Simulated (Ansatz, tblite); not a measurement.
Cost and result up the ladder for Si20H26 (46 atoms). Total charge 0; singlet. Geometry: PBE-D4/def2-SVP.

| atom | x (Å) | y (Å) | z (Å) |
| --- | --- | --- | --- |
| Si1 | 2.073 | 1.259 | -3.665 |
| Si2 | -3.918 | -1.024 | -1.758 |
| Si3 | -1.906 | -2.658 | 1.742 |
| Si4 | 3.722 | -0.244 | -0.817 |
| Si5 | 1.783 | -2.064 | 1.927 |
| Si6 | -0.069 | -0.710 | -1.150 |
| Si7 | -0.233 | 3.122 | -1.457 |
| Si8 | -2.534 | 1.176 | 1.126 |
| Si9 | 1.317 | 1.696 | 1.473 |
| Si10 | -0.651 | -0.061 | 4.198 |
| Si11 | -1.778 | -1.004 | -2.739 |
| Si12 | 1.972 | -0.679 | -2.332 |
| Si13 | 2.062 | 2.919 | -1.983 |
| Si14 | 0.026 | -2.469 | 0.408 |
| Si15 | -4.242 | 0.921 | -0.472 |
| Si16 | -2.405 | -0.567 | 2.702 |
| Si17 | 3.867 | -1.895 | 0.848 |
| Si18 | 3.087 | 1.908 | -0.075 |
| Si19 | 1.413 | -0.034 | 3.057 |
| Si20 | -0.478 | 1.298 | 0.005 |
| H21 | 3.343 | 1.269 | -4.479 |
| H22 | 0.896 | 1.417 | -4.594 |
| H23 | -4.976 | -1.107 | -2.831 |
| H24 | -4.054 | -2.240 | -0.879 |
| H25 | -1.598 | -3.619 | 2.866 |
| H26 | -3.080 | -3.210 | 0.975 |
| H27 | 5.027 | -0.138 | -1.575 |
| H28 | 1.810 | -3.189 | 2.937 |
| H29 | -1.096 | 3.027 | -2.689 |
| H30 | -0.564 | 4.396 | -0.721 |
| H31 | -2.729 | 2.477 | 1.873 |
| H32 | 1.073 | 3.020 | 2.164 |
| H33 | -0.614 | -1.098 | 5.295 |
| H34 | -0.897 | 1.287 | 4.832 |
| H35 | -1.542 | -2.281 | -3.507 |
| H36 | -1.710 | 0.147 | -3.713 |
| H37 | 2.127 | -1.979 | -3.085 |
| H38 | 0.288 | -3.767 | -0.321 |
| H39 | -5.597 | 0.887 | 0.190 |
| H40 | -4.198 | 2.113 | -1.396 |
| H41 | -3.702 | -0.665 | 3.471 |
| H42 | 4.238 | -3.209 | 0.205 |
| H43 | 4.933 | -1.546 | 1.857 |
| H44 | 4.251 | 2.710 | 0.451 |
| H45 | 2.720 | 4.211 | -2.399 |
| H46 | 2.543 | 0.194 | 4.035 |

Ansatz on 2 threads of AMD EPYC 7R13 on a shared host and a share (18 GiB) of an NVIDIA H100 80GB HBM3; xTB runs through tblite on one thread. Times are rough, summed over both states, and most runs start from the orbitals of an earlier one. CAM-B3LYP-D4/def2-SVP serves as the yardstick here, not as an exact answer. Differences are given only for rows in sets of like size (and for xTB, whose basis is part of the method), since another set adds its own error. The other state is a triplet at its own geometry, which has other bonds, so the gap mixes isomer and spin.

The xTB rows come from tblite. Correlated methods freeze 100 core orbitals. Single mean-field runs in def2-SVP are fitted with def2-universal-jkfit.

Correlated methods converge slowly with the basis, most of all in double-zeta sets.

xTB has no spin-polarisation term.

| level | functions | wall time | triplet − singlet (eV) | difference from CAM-B3LYP-D4/def2-SVP (eV) |
| --- | --- | --- | --- | --- |
| GFN1-xTB | 232 | 0.64 s | 2.71 | -0.14 |
| GFN2-xTB | 206 | 0.95 s | 1.74 | -1.11 |
| HF/STO-3G | 206 | 9.9 s | 3.65 | – |
| PBE-D4/def2-SVP | 490 | 14 s | 2.76 | -0.09 |
| r2SCAN-D4/def2-SVP | 490 | 17 s | 2.76 | -0.09 |
| CAM-B3LYP-D4/def2-SVP | 490 | 18 s | 2.85 | 0.00 |
| MP2/def2-SVP | 490 | 22 s | 3.08 | 0.23 |
| PBE0-D4/def2-SVP (with forces) | 490 | 23 s | 2.85 | 0.00 |
| PBE-QIDH/def2-SVP | 490 | 23 s | 3.04 | 0.19 |
| RPA@PBE/def2-SVP | 490 | 25 s | 2.88 | 0.03 |
| B2PLYP/def2-SVP (with forces) | 490 | 32 s | 2.94 | 0.09 |
